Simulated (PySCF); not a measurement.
C₂H₆OSi₂, SMILES C1=C[SiH2]O[SiH2]1.

Coordinates come from a PBE0-D3(BJ)/def2-SVP optimisation. This is a generated structure with no PubChem entry under its InChIKey; it may be hypothetical.

Computed with PySCF with PBE/def2-TZVP.

The molecule is in vacuum.

Computed frontier levels, gap, dipole moment and polarisability:
| Property | Value |
|---|---|
| highest occupied level | -6.90 eV |
| lowest empty level | -1.93 eV |
| orbital gap | 4.97 eV |
| dipole moment | 1.55 D |
| quadrupole, principal values (traceless, Buckingham form, about the centre of nuclear charge) | -3.12, 0.50, 2.62 D·Å |
| mean static polarisability | 74.5 bohr³ (11.04 Å³) |
| polarisability, principal values | 59.8, 70.6, 93.0 bohr³ |
